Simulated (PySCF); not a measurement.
ClCu (SMILES [Cl][Cu]), singlet, at a GFN2-xTB geometry (such geometries of metal compounds can be far from the true shape); BLYP/pcseg-1 (PySCF).

The PySCF input:
```python
from pyscf import gto, scf, dft

mol = gto.Mole()
mol.atom = '''
    Cu   -0.000000   -0.000000   -0.757813
    Cl    0.000000    0.000000    1.292741
'''
mol.basis = 'pcseg-1'
mol.charge = 0
mol.spin = 0
mol.verbose = 4
mol.build()

mf = dft.RKS(mol)
mf.xc = 'blyp'
mf.DIIS = scf.ADIIS
mf.kernel()
mf.analyze()
```

Output, abridged:

```
PySCF version 2.14.0

[INPUT] verbose = 4
[INPUT] num. atoms = 2
[INPUT] num. electrons = 46
[INPUT] charge = 0
[INPUT] spin (= nelec alpha-beta = 2S) = 0
[INPUT] symmetry False subgroup None
[INPUT] Mole.unit = angstrom
[INPUT] Symbol           X                Y                Z      unit          X                Y                Z       unit  Magmom
[...]
nuclear repulsion = 127.226283718234
number of shells = 7
number of NR pGTOs = 125
number of NR cGTOs = 49
basis = pcseg-1
ecp = {}

******** <class 'pyscf.dft.rks.RKS'> ********
method = RKS
initial guess = minao
damping factor = 0
level_shift factor = 0
DIIS = <class 'pyscf.scf.diis.ADIIS'>
diis_start_cycle = 1
diis_space = 8
diis_damp = 0
SCF conv_tol = 1e-09
SCF conv_tol_grad = None
SCF max_cycles = 50
direct_scf = True
direct_scf_tol = 1e-13
XC library pyscf.dft.libxc version 7.1.2
    S. Lehtola, C. Steigemann, M. J. T. Oliveira, and M. A. L. Marques,  SoftwareX 7, 1–5 (2018)
XC functionals = blyp
    A. D. Becke,  Phys. Rev. A 38, 3098 (1988)
    C. Lee, W. Yang, and R. G. Parr,  Phys. Rev. B 37, 785 (1988)
    B. Miehlich, A. Savin, H. Stoll, and H. Preuss,  Chem. Phys. Lett. 157, 200 (1989)
radial grids:
    Treutler-Ahlrichs [JCP 102, 346 (1995); DOI:10.1063/1.469408] (M4) radial grids

becke partition: Becke, JCP 88, 2547 (1988); DOI:10.1063/1.454033
pruning grids: <function nwchem_prune>
grids dens level: 3
symmetrized grids: False
atomic radii adjust function: <function treutler_atomic_radii_adjust>
small_rho_cutoff = 0
Set gradient conv threshold to 3.16228e-05
Initial guess from minao.
tot grids = 39520
init E= -2100.28339473884
[...]
cycle= 1 E= -2098.02941298831  delta_E= 2.25  |g|= 4.08  |ddm|= 2.78
[...]
cycle= 2 E= -2090.98106097151  delta_E= 7.05  |g|=  4.3  |ddm|= 7.91
[...]
cycle= 3 E= -2099.27192346553  delta_E= -8.29  |g|= 2.36  |ddm|= 6.76

WARN: HOMO -0.105100435532163 == LUMO -0.105100435532159

cycle= 4 E= -2098.67520290252  delta_E= 0.597  |g|= 2.07  |ddm|= 4.04
[...]
cycle= 5 E= -2100.65270138631  delta_E= -1.98  |g|= 0.27  |ddm|= 3.14
[...]
cycle= 6 E= -2100.16831358714  delta_E= 0.484  |g|= 1.74  |ddm|= 1.76
[...]
cycle= 7 E= -2100.61789779863  delta_E= -0.45  |g|= 0.558  |ddm|=  1.1
[...]
cycle= 8 E= -2100.66690839956  delta_E= -0.049  |g|= 0.0485  |ddm|= 0.466
[...]
cycle= 9 E= -2100.66657741456  delta_E= 0.000331  |g|= 0.0657  |ddm|= 0.101
[...]
cycle= 10 E= -2100.66703783574  delta_E= -0.00046  |g|= 0.0454  |ddm|= 0.0835
[...]
cycle= 11 E= -2100.66712432907  delta_E= -8.65e-05  |g|= 0.0384  |ddm|= 0.0645
[...]
cycle= 12 E= -2100.6673410473  delta_E= -0.000217  |g|= 0.0079  |ddm|= 0.0405
[...]
cycle= 13 E= -2100.66727735913  delta_E= 6.37e-05  |g|= 0.0151  |ddm|= 0.0395
[...]
cycle= 14 E= -2100.66735763188  delta_E= -8.03e-05  |g|= 0.00573  |ddm|= 0.0194
[...]
cycle= 15 E= -2100.66734546651  delta_E= 1.22e-05  |g|= 0.0113  |ddm|= 0.0153
[...]
cycle= 16 E= -2100.66736404974  delta_E= -1.86e-05  |g|= 0.00206  |ddm|= 0.00897
[...]
cycle= 17 E= -2100.66736176898  delta_E= 2.28e-06  |g|= 0.00437  |ddm|= 0.00708
[...]
cycle= 18 E= -2100.66736490034  delta_E= -3.13e-06  |g|= 0.00196  |ddm|= 0.00443
[...]
cycle= 19 E= -2100.66736484004  delta_E= 6.03e-08  |g|= 0.00231  |ddm|= 0.00396
[...]
cycle= 20 E= -2100.6673655197  delta_E= -6.8e-07  |g|= 0.000829  |ddm|= 0.00229
[...]
cycle= 21 E= -2100.66736556449  delta_E= -4.48e-08  |g|= 0.000668  |ddm|= 0.00181
[...]
cycle= 22 E= -2100.66736568442  delta_E= -1.2e-07  |g|= 0.000205  |ddm|= 0.000995
[...]
cycle= 23 E= -2100.66736560099  delta_E= 8.34e-08  |g|= 0.00073  |ddm|= 0.000917
[...]
cycle= 24 E= -2100.66736568006  delta_E= -7.91e-08  |g|= 0.000254  |ddm|= 0.000419
[...]
cycle= 25 E= -2100.66736569161  delta_E= -1.16e-08  |g|= 8.68e-05  |ddm|= 0.000198
[...]
cycle= 26 E= -2100.66736569276  delta_E= -1.15e-09  |g|= 3.02e-05  |ddm|= 5.15e-05
[...]
cycle= 27 E= -2100.6673656929  delta_E= -1.36e-10  |g|= 2.25e-05  |ddm|= 5.22e-05
[...]
Extra cycle  E= -2100.66736569179  delta_E= 1.11e-09  |g|= 8.68e-05  |ddm|= 8.53e-05
converged SCF energy = -2100.66736569179
**** SCF Summaries ****
Total Energy =                       -2100.667365691786927
Nuclear Repulsion Energy =             127.226283718234242
One-electron Energy =                -3177.047397158192780
Two-electron Energy =                  949.153747748171554
Two-electron Coulomb Energy =         1044.742400258412317
DFT Exchange-Correlation Energy =      -95.588652510240820
HOMO-LUMO gap [eV] =                     1.902228587088018
**** MO energy ****
[...]
 ** Mulliken pop on meta-lowdin orthogonal AOs  **
 ** Mulliken pop  **
 ** Mulliken atomic charges  **
charge of    0Cu =      0.52666
charge of    1Cl =     -0.52666
Dipole moment(X, Y, Z, Debye):  0.00000,  0.00000, -4.56654
```
